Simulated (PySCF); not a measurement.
Unknowns

Level of theory: GIAO PBE0/pcSseg-1 shieldings, GFN2-xTB structure, in PySCF 2.14 (in vacuum, fast rotation and ring inversion assumed for equivalent nuclei, a single conformation, no relativistic terms).

Referencing at the same level of theory: 1H (σref 31.72), 13C (σref 186.93) vs TMS. Splittings of carbon signals by F and P are missing where no couplings were computed. Where no couplings were computed, multiplicities follow the n + 1 count of equivalent neighbours, and m marks all less simple cases (inequivalent or close neighbours, rings, F or P nearby). Shifts are as computed. Against solution values, carbons near 30 ppm lie about +3 ppm off and those near 130 ppm about +5 ppm. Of 1211 compounds with measured shifts, 218 miss one by over three times the rms of a fit or turn the order of signals round; such compounds aren't used in these exercises.

Question: C3H10O2Si2. 1H NMR (500 MHz, computed): δ 5.04 (s, 3H), 4.86 (m, 1H), 3.59 (s, 3H), 3.56 (m, 1H), 1.28 (m, 1H), 0.96 (m, 1H). 13C{1H} NMR (computed): δ 66.5 (CH), 63.9 (CH3), 10.2 (CH2). What is it?

Answer: `[Si@@H]1(O[SiH3])[C@H](OC)C1`. The formula gives 1 degree of unsaturation (1 ring in the answer). 3 carbon signals for 3 carbons: no two carbons are equivalent. Carbon types of the structure: 1 × CH, 1 × CH2, 1 × CH3, leaving 4 H on heteroatoms. δC 66.5, 10.2: three-membered-ring carbon. δC 63.9: methyl carbon bonded to O; the inductive effect lowers its shielding. δH 3.59: hydrogen on a methyl carbon bonded to O; its carbon carries O, an electronegative neighbour. δH 3.56, 1.28, 0.96: hydrogen on a three-membered-ring carbon.

The data come from this structure; uniqueness wasn't tested.

Question: C7H4F4. 1H NMR (400 MHz, computed): δ 8.08 (m, 2H), 7.49 (m, 2H). 13C{1H} NMR (computed): δ 174.7, 134.7, 133.3, 133.2, 121.8. Identify the compound.

Answer: SMILES Fc1ccc(C(F)(F)F)cc1. The formula gives 4 degrees of unsaturation (1 ring in the answer). 5 carbon signals for 7 carbons: some carbons are equivalent by symmetry or fast rotation. Carbon types of the structure: 3 × C, 4 × CH, which accounts for all hydrogens. δC 174.7: aromatic carbon bearing fluorine; the electronegative substituent deshields the carbon that carries it. δC 134.7, 121.8: aromatic CH. δC 133.3: CF3 carbon; 3 electronegative neighbours deshield it. δC 133.2: substituted aromatic carbon.

This is the structure that produced the data.
